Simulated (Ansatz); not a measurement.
```yaml
crystal:
  periodic: [false, false, false]
  atoms:
    - {symbol: C, position_ang: [-5.516014, 1.014966, -0.989668]}
    - {symbol: N, position_ang: [-5.010575, 0.448860, 0.240702]}
    - {symbol: C, position_ang: [-5.899489, 0.035357, 1.306402]}
    - {symbol: C, position_ang: [-3.677681, 0.229315, 0.393499]}
    - {symbol: C, position_ang: [-3.020883, -0.336962, 1.484195]}
    - {symbol: C, position_ang: [-1.617917, -0.425157, 1.345795]}
    - {symbol: C, position_ang: [-1.066963, 0.047777, 0.165735]}
    - {symbol: C, position_ang: [0.296660, 0.090046, -0.253828]}
    - {symbol: C, position_ang: [0.828928, 0.570155, -1.447064]}
    - {symbol: C, position_ang: [2.228975, 0.479096, -1.580420]}
    - {symbol: C, position_ang: [2.912770, -0.077213, -0.508705]}
    - {symbol: C, position_ang: [4.317354, -0.298734, -0.352295]}
    - {symbol: C, position_ang: [4.992310, -0.859572, 0.729188]}
    - {symbol: C, position_ang: [6.392905, -0.952713, 0.603207]}
    - {symbol: C, position_ang: [6.912835, -0.471027, -0.588803]}
    - {symbol: C, position_ang: [8.259269, -0.433258, -0.993144]}
    - {symbol: N, position_ang: [9.373571, -0.392976, -1.347717]}
    - {symbol: Se, position_ang: [5.541050, 0.180215, -1.706420]}
    - {symbol: Se, position_ang: [1.686111, -0.557237, 0.852394]}
    - {symbol: Se, position_ang: [-2.449543, 0.705196, -0.963030]}
    - {symbol: H, position_ang: [-5.060312, 2.002746, -1.190937]}
    - {symbol: H, position_ang: [-6.602065, 1.150784, -0.914161]}
    - {symbol: H, position_ang: [-5.307512, 0.360832, -1.858162]}
    - {symbol: H, position_ang: [-6.931487, 0.295320, 1.040533]}
    - {symbol: H, position_ang: [-5.846248, -1.055370, 1.479478]}
    - {symbol: H, position_ang: [-5.646176, 0.541786, 2.254942]}
    - {symbol: H, position_ang: [-3.547088, -0.685079, 2.374088]}
    - {symbol: H, position_ang: [-0.987508, -0.849224, 2.133983]}
    - {symbol: H, position_ang: [0.193784, 0.992307, -2.231360]}
    - {symbol: H, position_ang: [2.751404, 0.826609, -2.477244]}
    - {symbol: H, position_ang: [4.460978, -1.204893, 1.620546]}
    - {symbol: H, position_ang: [7.038535, -1.371941, 1.378282]}
basis:
  gaussian: {orbitals: STO-3G, point_charges: [{charge: 2.00, position_ang: [13.034, -0.815, 0.400]}]}
hamiltonian: {xc: {name: HF}, pseudopotentials: {relativity: scalar}}
correlation: {method: rpa}
scf: {omitted_lower_state_checks: [starts]}
```

```sh
$ ansatz run in.yaml --threads 2 --pin off --events-out ev --progress --plain --max-ram 32768MiB --backend cuda --devices 0, --max-vram 18GiB
```

It prints (some lines left out):

```
Functional definition: HF
  name "HF"
  cite "Fock, Z. Phys. 61, 126 (1930) doi:10.1007/BF01340294"
  parent pbe
  exchange = exact_x
  correlation = 0
these checks for a lower state are left out or cut short: starts
1940 factors; integrals over basis functions are off by at most 3.6e-5 eV
mean field evaluation 1: about -213901.5161 eV, gradient 5.3e1 eV
mean field evaluation 2: about -213902.3111 eV, gradient 5.3e1 eV
mean field evaluation 4: about -213915.1176 eV, gradient 8.8e0 eV
mean field evaluation 8: about -213915.6033 eV, gradient 2.1e-1 eV
mean field -213915.59127092 eV, -7861.2529820108 hartree, gradient 2.8e-6 eV, S^2 0.000000; 0 other end points of the search recorded, 0 dependent functions left out; unrestricted orbitals would lower it
mean field evaluation 16: about -213915.1129 eV, gradient 7.7e0 eV
unrestricted determinant -213917.54507751 eV, -7861.3247830788 hartree, S^2 2.5855
44 core orbitals not correlated: weight in the atoms' cores, before any rotation towards them, 1.000 or more for the frozen orbitals, at most 0.000 for the correlated occupied ones
reference -213915.59127092 eV, -7861.2529820108 hartree; 65, 65 occupied and 42, 42 virtual orbitals, 1940 factors
Total energy: -213948.46868513 eV, -7862.4612046980 hartree
Relativity: scalar
Checks for a lower state left out: starts
```

Hardware: 2 threads of AMD EPYC 7R13 on a shared host and a share (18 GiB) of an NVIDIA H100 80GB HBM3. Wall time 16 s.

Correlated methods freeze 44 core orbitals; core or outer-core shells of Se are correlated, in sets that lack core-valence functions. The restricted singlet (for correlated methods, its reference) is unstable: a solution with broken spin symmetry lies lower.
